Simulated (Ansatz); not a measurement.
The same path of H4OS2Si (8 atoms, charge 0, multiplicity 1) was run twice with different band settings. The coordinate that changes most is the dihedral O1–Si2–S4–H8.

The calculation used RKS PBE-D4/def2-SVP (Ansatz 0.2.0).

Relaxed end points:

```xyz
8
Properties=species:S:1:pos:R:3
O -0.844 1.488 -0.755
Si 0.072 0.536 0.272
S 1.638 -0.352 -0.931
S -0.975 -1.030 1.334
H -1.193 1.033 -1.542
H 0.533 1.470 1.341
H 1.885 -1.343 -0.029
H -1.022 -1.860 0.254
```

```xyz
8
Properties=species:S:1:pos:R:3
O -0.837 1.404 -0.785
Si 0.087 0.357 0.136
S 1.905 -0.079 -0.945
S -0.799 -1.577 0.523
H -1.064 1.073 -1.673
H 0.271 1.097 1.423
H 2.138 -1.227 -0.249
H -1.608 -1.105 1.515
```

Common settings: movable images 5; climbing image yes; optimiser quadratic models (default); start path through a guess of the saddle point; force threshold 0.03 eV/Å; end points relaxed.

| run | spring | iteration limit |
| --- | --- | --- |
| 1 | 5.0 eV/Å² | 47 |
| 2 | 0.5 eV/Å² | 60 |

Task: What does each run give, and how far can it be trusted?

Result: Run 1: converged after 24 iterations, highest image 0.122 eV above the first end. The profile has 2 maxima (images 3, 5) with wells between them (image 4): this band takes more than one step, which may be the mechanism or a detour left from its start path. A vibrational analysis at the climbing image gives one clearly imaginary mode, 198i cm⁻¹: a first-order saddle point.
Run 2: converged after 18 iterations, highest image 0.126 eV above the first end. The profile has 2 maxima (images 1, 4) with wells between them (image 3): this band takes more than one step, which may be the mechanism or a detour left from its start path. The order of the stationary point at the top wasn't checked.
